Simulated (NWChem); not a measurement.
System: TiSCl2; SMILES [S]=[Ti]([Cl])[Cl]

**Question.** Give the equilibrium geometry at B3LYP/6-31G* (spherical d) (NWChem) as a Z-matrix, with the point group.

**Answer.** point group Cs; any orientation.
```
Ti
S 1 2.0483
Cl 1 2.2146 2 115.93
Cl 1 2.2146 2 115.93 3 157.01
```
